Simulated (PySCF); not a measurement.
Isomers C8H7FO2:

A. `COC(=O)c1ccc(F)cc1`
B. SMILES COc1cccc(C(=O)F)c1
C. SMILES O=C(O)Cc1cccc(F)c1

Spectrum 1. 13C{1H} NMR (computed): δ 176.3 (C), 173.3 (C), 143.1 (C), 135.7 (CH), 130.1 (CH), 122.3 (CH), 120.5 (CH), 44.6 (CH2).

Spectrum 2. 13C{1H} NMR (computed): δ 176.4 (C), 172.0 (C), 139.3 (CH), 130.7 (C), 120.9 (CH), 54.2 (CH3).

Spectrum 3. 13C{1H} NMR (computed): δ 167.0 (C), 166.4 (C), 135.2 (CH), 131.9 (CH), 130.6 (C), 130.4 (CH), 117.9 (CH), 56.3 (CH3).

- GIAO PBE0/pcSseg-1 shieldings
- geometry: GFN2-xTB
- code: PySCF 2.14
- in vacuum, a single conformation, one averaged value for each set of equivalent atoms, non-relativistic

Shifts are taken against calculated references (same method and geometry level): TMS for 13C (σ = 186.93 ppm). Splittings of carbon signals by F and P are missing where no couplings were computed. Acid and N–H amide carbonyl carbons lie up to 10 ppm further downfield in solution (hydrogen bonding). Shifts are as computed. Against solution values, carbons near 30 ppm lie about +3 ppm off and those near 130 ppm about +5 ppm. Of 1211 compounds with measured shifts, 218 miss one by over three times the rms of a fit or turn the order of signals round; such compounds aren't used in these exercises.

Q: Match each spectrum to its structure.

A: 1–C, 2–A, 3–B.

- Spectrum 1 (C): 8 13C signals; δC 176.3 is a carboxylic acid carbon; δC 173.3 is an aromatic carbon bearing fluorine.
- Spectrum 2 (A): 6 13C signals; δC 176.4 is an aromatic carbon bearing fluorine; δC 172.0 is an ester carbonyl carbon.
- Spectrum 3 (B): 8 13C signals; δC 167.0 is an aromatic carbon bearing oxygen; δC 135.2 is an aromatic CH.
